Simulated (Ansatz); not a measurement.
Born–Oppenheimer molecular dynamics of BFH4O2 (8 atoms, charge 0, multiplicity 1). It starts at the highest image of a converged band. Of that band: The profile has 2 maxima (images 3, 5) with wells between them (image 4): this band takes more than one step, which may be the mechanism or a detour left from its start path. A vibrational analysis at the climbing image gives one clearly imaginary mode, 962i cm⁻¹: a first-order saddle point.

Level of theory: RKS B3LYP-D4/def2-SVP in Ansatz.

| Quantity | Value |
| --- | --- |
| ensemble | NVE (velocity Verlet) |
| time step | 0.5 fs |
| steps asked | 200 |
| starting velocities drawn for | 100 K |
| seed | 11179 |

Frames 2.5 fs apart, positions in Å.

Velocities at 20 fs (Å/ps):

```
B -0.24 -4.54 2.05
O -0.09 -2.01 -0.75
H -4.70 -5.64 5.58
H -0.02 13.19 -6.89
O -0.02 -0.37 -0.20
H 6.04 -3.71 3.60
F 0.17 3.36 -0.26
H -0.12 19.37 -4.48
```

```xyz
8
Properties=species:S:1:pos:R:3 time_fs=20 energy_less_start_eV=0.009 T=89
B 0.004 0.036 0.073
O -0.023 -0.039 1.583
H -0.717 -0.551 1.960
H 1.092 0.012 -0.448
O -1.020 -0.551 -0.632
H -1.915 -0.433 -0.248
F -0.318 1.745 0.405
H -0.343 1.270 1.287
8
Properties=species:S:1:pos:R:3 time_fs=22.5 energy_less_start_eV=-0.050 T=165
B 0.003 0.021 0.079
O -0.022 -0.044 1.580
H -0.744 -0.583 1.977
H 1.087 0.048 -0.458
O -1.020 -0.551 -0.632
H -1.888 -0.447 -0.244
F -0.318 1.755 0.403
H -0.336 1.319 1.294
8
Properties=species:S:1:pos:R:3 time_fs=25 energy_less_start_eV=-0.103 T=234
B 0.003 0.001 0.088
O -0.023 -0.052 1.576
H -0.740 -0.604 1.968
H 1.073 0.084 -0.452
O -1.019 -0.550 -0.632
H -1.881 -0.464 -0.229
F -0.319 1.769 0.399
H -0.317 1.371 1.319
8
Properties=species:S:1:pos:R:3 time_fs=27.5 energy_less_start_eV=-0.154 T=299
B 0.004 -0.022 0.101
O -0.025 -0.062 1.573
H -0.703 -0.608 1.933
H 1.061 0.111 -0.436
O -1.017 -0.548 -0.632
H -1.898 -0.486 -0.205
F -0.322 1.787 0.395
H -0.288 1.429 1.316
8
Properties=species:S:1:pos:R:3 time_fs=30 energy_less_start_eV=-0.241 T=411
B 0.004 -0.048 0.117
O -0.024 -0.072 1.566
H -0.707 -0.652 1.918
H 1.060 0.126 -0.417
O -1.017 -0.545 -0.631
H -1.883 -0.517 -0.196
F -0.325 1.808 0.392
H -0.255 1.492 1.281
8
Properties=species:S:1:pos:R:3 time_fs=32.5 energy_less_start_eV=-0.274 T=454
B 0.006 -0.076 0.136
O -0.022 -0.085 1.557
H -0.718 -0.703 1.910
H 1.068 0.124 -0.396
O -1.018 -0.543 -0.630
H -1.860 -0.556 -0.192
F -0.330 1.835 0.387
H -0.219 1.546 1.270
8
Properties=species:S:1:pos:R:3 time_fs=35 energy_less_start_eV=-0.346 T=547
B 0.009 -0.105 0.154
O -0.023 -0.103 1.550
H -0.686 -0.711 1.886
H 1.075 0.104 -0.373
O -1.017 -0.541 -0.630
H -1.873 -0.600 -0.172
F -0.335 1.866 0.380
H -0.183 1.589 1.289
8
Properties=species:S:1:pos:R:3 time_fs=37.5 energy_less_start_eV=-0.378 T=588
B 0.015 -0.134 0.168
O -0.023 -0.123 1.545
H -0.669 -0.723 1.882
H 1.077 0.067 -0.351
O -1.016 -0.540 -0.628
H -1.874 -0.646 -0.162
F -0.341 1.900 0.374
H -0.159 1.640 1.269
8
Properties=species:S:1:pos:R:3 time_fs=40 energy_less_start_eV=-0.418 T=640
B 0.022 -0.163 0.176
O -0.021 -0.144 1.541
H -0.696 -0.760 1.912
H 1.082 0.021 -0.335
O -1.017 -0.540 -0.624
H -1.844 -0.688 -0.169
F -0.347 1.938 0.370
H -0.143 1.693 1.229
8
Properties=species:S:1:pos:R:3 time_fs=42.5 energy_less_start_eV=-0.482 T=722
B 0.029 -0.193 0.177
O -0.021 -0.168 1.543
H -0.701 -0.759 1.934
H 1.099 -0.026 -0.330
O -1.016 -0.540 -0.621
H -1.837 -0.731 -0.166
F -0.354 1.979 0.363
H -0.120 1.729 1.236
8
Properties=species:S:1:pos:R:3 time_fs=45 energy_less_start_eV=-0.499 T=744
B 0.035 -0.224 0.173
O -0.022 -0.196 1.549
H -0.691 -0.725 1.946
H 1.119 -0.071 -0.335
O -1.013 -0.542 -0.618
H -1.848 -0.771 -0.154
F -0.361 2.023 0.356
H -0.103 1.761 1.237
8
Properties=species:S:1:pos:R:3 time_fs=47.5 energy_less_start_eV=-0.556 T=817
B 0.042 -0.254 0.168
O -0.019 -0.223 1.555
H -0.734 -0.712 1.984
H 1.130 -0.112 -0.340
O -1.013 -0.547 -0.614
H -1.828 -0.793 -0.157
F -0.367 2.068 0.352
H -0.103 1.798 1.192
```

Of the whole run (100 fs, mean temperature of the second half 745 K): The conserved energy stayed within 0.14 meV per atom of its start (net change -0.024 meV per atom), so the integration is sound. The kinetic energy rose, since the run started high on the potential surface and went downhill. It ends in pieces (BH3O2 + FH), so much of that is their flight and rotation, not heat. A run of 0.1 ps of so small a system gives no equilibrium averages. The orbitals stay closed-shell, which can raise the energy where a bond breaks towards radicals; this wasn't checked here.

Time of the run: 5.8 min on 1 thread of AMD EPYC 7R43 64-Core Processor (Zen 3), with other jobs on the host, peak memory 0.17 GiB.
